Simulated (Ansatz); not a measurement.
The cation of `C[O][Au-][P+](C)(C)C` at the neutral geometry.

```yaml
crystal:
  periodic: [false, false, false]
  atoms:
    - {symbol: C, position_ang: [3.906965, -0.695858, 1.286883]}
    - {symbol: O, position_ang: [2.701563, -1.383503, 1.392132]}
    - {symbol: Au, position_ang: [1.040433, -0.658552, 0.606822]}
    - {symbol: P, position_ang: [-0.875898, 0.064160, -0.236178]}
    - {symbol: C, position_ang: [-0.830411, 0.458720, -2.008441]}
    - {symbol: C, position_ang: [-2.262189, -1.100963, -0.095766]}
    - {symbol: C, position_ang: [-1.522486, 1.585539, 0.516517]}
    - {symbol: H, position_ang: [4.236733, -0.546860, 0.246003]}
    - {symbol: H, position_ang: [3.887727, 0.297119, 1.764371]}
    - {symbol: H, position_ang: [4.692208, -1.277417, 1.790636]}
    - {symbol: H, position_ang: [-0.544936, -0.432529, -2.568907]}
    - {symbol: H, position_ang: [-1.802534, 0.813522, -2.359132]}
    - {symbol: H, position_ang: [-0.077746, 1.227696, -2.188078]}
    - {symbol: H, position_ang: [-3.173534, -0.683703, -0.530712]}
    - {symbol: H, position_ang: [-2.007194, -2.029104, -0.609095]}
    - {symbol: H, position_ang: [-2.435246, -1.331545, 0.956323]}
    - {symbol: H, position_ang: [-0.788728, 2.384710, 0.402401]}
    - {symbol: H, position_ang: [-1.680957, 1.420854, 1.583165]}
    - {symbol: H, position_ang: [-2.463740, 1.887713, 0.051049]}
basis:
  gaussian: {orbitals: def2-TZVPP}
total_charge: 1
magnetization: {spin_polarized: true, initial_magnetization: 1}
correlation: {method: ccsd_t}
scf: {omitted_lower_state_checks: [cluster_reference]}
```

```sh
$ ansatz run in.yaml --threads 4 --pin off --events-out ev --progress --plain --max-ram 66560MiB --backend cuda --devices 0, --max-vram 37GiB
```

Output, abridged:

```
Functional definition: HF
2505 factors; integrals over basis functions are off by at most 1.1e-3 eV
mean field evaluation 1: about -19277.7601 eV, gradient 3.8e1 eV
mean field evaluation 2: about -19277.7741 eV, gradient 3.8e1 eV
mean field evaluation 4: about -19285.8272 eV, gradient 6.1e0 eV
mean field evaluation 8: about -19286.4117 eV, gradient 4.8e-1 eV
mean field evaluation 16: about -19285.9620 eV, gradient 7.0e0 eV
mean field -19286.41550480 eV, -708.7626969994 hartree, gradient 2.0e-6 eV, S^2 0.762855; 3 other end points of the search recorded, 0 dependent functions left out
10 core orbitals not correlated: weight in the atoms' cores, before any rotation towards them, 1.000 or more for the frozen orbitals, at most 0.000 for the correlated occupied ones
reference -19286.41550480 eV, -708.7626969994 hartree; 29, 28 occupied and 382, 383 virtual orbitals, 2505 factors
second order -46.17087337 eV of doubles, -0.00000000 eV of singles
cycle   1  -45.33413212 eV  change    8.4e-1 eV  update   1.7e-1
cycle   2  -46.57869895 eV  change    -1.2e0 eV  update   5.6e-2
cycle   3  -46.88758604 eV  change   -3.1e-1 eV  update   3.6e-2
cycle   4  -46.89331546 eV  change   -5.7e-3 eV  update   1.8e-2
cycle   5  -46.89021686 eV  change    3.1e-3 eV  update   1.2e-2
cycle   6  -46.90502917 eV  change   -1.5e-2 eV  update   4.9e-3
cycle   7  -46.90670880 eV  change   -1.7e-3 eV  update   3.0e-3
cycle   8  -46.90638699 eV  change    3.2e-4 eV  update   1.5e-3
cycle   9  -46.90761178 eV  change   -1.2e-3 eV  update   9.6e-4
cycle  10  -46.90749799 eV  change    1.1e-4 eV  update   4.8e-4
cycle  11  -46.90715939 eV  change    3.4e-4 eV  update   2.2e-4
cycle  12  -46.90755853 eV  change   -4.0e-4 eV  update   1.1e-4
cycle  13  -46.90752641 eV  change    3.2e-5 eV  update   3.7e-5
perturbative correction -1.85524620 eV, -0.0681790404 hartree
Total energy: -19335.17827741 eV, -710.5546958403 hartree
Checks for a lower state left out: cluster_reference
```

It took 6.9 min on 4 threads of an AMD EPYC 7R13 on a shared host and a share of an NVIDIA H100 80 GB, with 1.9 GiB of host memory at the peak.
